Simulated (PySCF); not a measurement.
C₄H₇, doublet, at a GFN2-xTB geometry; DF-PBE0/6-311++G** run with PySCF.

PySCF was given this input:
```python
from pyscf import gto, scf, dft
import numpy

mol = gto.M(
    atom='''
C     0.00788728    1.06774097    0.04664582
C    -0.00763800   -1.03399532   -0.04517160
C    -1.08467578    0.06806734    0.00750974
C     1.08556611    0.05246214   -0.00224423
H     0.01578849    2.13736921    0.09337410
H    -0.01599358   -1.62576582   -0.95751018
H    -0.00859656   -1.70312770    0.81208260
H    -1.73307724    0.04050504    0.89034144
H    -1.74043106    0.11741518   -0.86891810
H     1.74141305    0.01552159    0.87472563
H     1.73405923    0.09243173   -0.88453390
''',
    basis='6-311++g**',
    spin=1,
    verbose=4,
    cart=True,
)
print('smallest overlap eigenvalue', numpy.linalg.eigvalsh(mol.intor('int1e_ovlp'))[0])

mf = dft.UKS(mol)
mf.xc = 'pbe0'
mf = mf.density_fit(auxbasis='def2-universal-jkfit')
mf.kernel()
```

### Question
Predict the main parts of the log of this PySCF run.

### Answer

```
PySCF version 2.14.0

[INPUT] verbose = 4
[INPUT] num. atoms = 11
[INPUT] num. electrons = 31
[INPUT] charge = 0
[INPUT] spin (= nelec alpha-beta = 2S) = 1
[INPUT] symmetry False subgroup None
[INPUT] Mole.unit = angstrom
[INPUT] Cartesian GTO integrals (6d 10f)
[INPUT] Symbol           X                Y                Z      unit          X                Y                Z       unit  Magmom
[INPUT]  1 C      0.007887280000   1.067740970000   0.046645820000 AA    0.014904799068   2.017738005277   0.088147824656 Bohr   0.0
[INPUT]  2 C     -0.007638000000  -1.033995320000  -0.045171600000 AA   -0.014433728139  -1.953967968882  -0.085361952608 Bohr   0.0
[INPUT]  3 C     -1.084675780000   0.068067340000   0.007509740000 AA   -2.049740158149   0.128628630628   0.014191351867 Bohr   0.0
[INPUT]  4 C      1.085566110000   0.052462140000  -0.002244230000 AA    2.051422638009   0.099139076509  -0.004240980061 Bohr   0.0
[INPUT]  5 H      0.015788490000   2.137369210000   0.093374100000 AA    0.029835922020   4.039042433978   0.176451476128 Bohr   0.0
[INPUT]  6 H     -0.015993580000  -1.625765820000  -0.957510180000 AA   -0.030223485951  -3.072252142479  -1.809432001683 Bohr   0.0
[INPUT]  7 H     -0.008596560000  -1.703127700000   0.812082600000 AA   -0.016245144013  -3.218444908160   1.534613704525 Bohr   0.0
[INPUT]  8 H     -1.733077240000   0.040505040000   0.890341440000 AA   -3.275041336317   0.076543432265   1.682501478951 Bohr   0.0
[INPUT]  9 H     -1.740431060000   0.117415180000  -0.868918100000 AA   -3.288938042086   0.221882533067  -1.642017233677 Bohr   0.0
[INPUT] 10 H      1.741413050000   0.015521590000   0.874725630000 AA    3.290793734244   0.029331554118   1.652991874838 Bohr   0.0
[INPUT] 11 H      1.734059230000   0.092431730000  -0.884533900000 AA    3.276897028474   0.174670654920  -1.671526818893 Bohr   0.0

nuclear repulsion = 120.111617343949
number of shells = 75
number of NR pGTOs = 207
number of NR cGTOs = 141
basis = 6-311++g**
ecp = {}
smallest overlap eigenvalue 7.05977592880688e-06

******** <class 'pyscf.df.df_jk.DFUKS'> ********
method = DFUKS
initial guess = minao
damping factor = 0
level_shift factor = 0
DIIS = <class 'pyscf.scf.diis.CDIIS'>
diis_start_cycle = 1
diis_space = 8
diis_damp = 0
SCF conv_tol = 1e-09
SCF conv_tol_grad = None
SCF max_cycles = 50
direct_scf = False
number electrons alpha = 16  beta = 15
XC library pyscf.dft.libxc version 7.1.2
    S. Lehtola, C. Steigemann, M. J. T. Oliveira, and M. A. L. Marques,  SoftwareX 7, 1–5 (2018)
XC functionals = pbe0
    C. Adamo and V. Barone,  J. Chem. Phys. 110, 6158 (1999)
    M. Ernzerhof and G. E. Scuseria,  J. Chem. Phys. 110, 5029 (1999)
radial grids:
    Treutler-Ahlrichs [JCP 102, 346 (1995); DOI:10.1063/1.469408] (M4) radial grids

becke partition: Becke, JCP 88, 2547 (1988); DOI:10.1063/1.454033
pruning grids: <function nwchem_prune>
grids dens level: 3
symmetrized grids: False
atomic radii adjust function: <function treutler_atomic_radii_adjust>
small_rho_cutoff = 0
Set gradient conv threshold to 3.16228e-05
tot grids = 125128
******** <class 'pyscf.df.df.DF'> ********
auxbasis = def2-universal-jkfit
init E= -156.795279099852

cycle= 1 E= -156.360850516185  delta_E= 0.434  |g|= 0.229  |ddm|= 2.26
cycle= 2 E= -156.353279910834  delta_E= 0.00757  |g|= 0.274  |ddm|= 0.65
cycle= 3 E= -156.392149324135  delta_E= -0.0389  |g|= 0.0195  |ddm|= 0.388
cycle= 4 E= -156.39243118315  delta_E= -0.000282  |g|= 0.00695  |ddm|= 0.0436
cycle= 5 E= -156.392466911076  delta_E= -3.57e-05  |g|= 0.00289  |ddm|= 0.0148
cycle= 6 E= -156.392472502002  delta_E= -5.59e-06  |g|= 0.00158  |ddm|= 0.00465
cycle= 7 E= -156.392474208354  delta_E= -1.71e-06  |g|= 0.000207  |ddm|= 0.00289
cycle= 8 E= -156.392474271256  delta_E= -6.29e-08  |g|= 6.64e-05  |ddm|= 0.000862
cycle= 9 E= -156.392474274198  delta_E= -2.94e-09  |g|= 4.31e-05  |ddm|= 0.000193
cycle= 10 E= -156.392474275456  delta_E= -1.26e-09  |g|= 7.79e-06  |ddm|= 6.52e-05
cycle= 11 E= -156.392474275549  delta_E= -9.34e-11  |g|= 2.85e-06  |ddm|= 2.52e-05
Extra cycle  E= -156.392474275553  delta_E= -3.98e-12  |g|= 2.7e-06  |ddm|= 7.33e-06
converged SCF energy = -156.392474275553  <S^2> = 0.75555808  2S+1 = 2.0055504
```
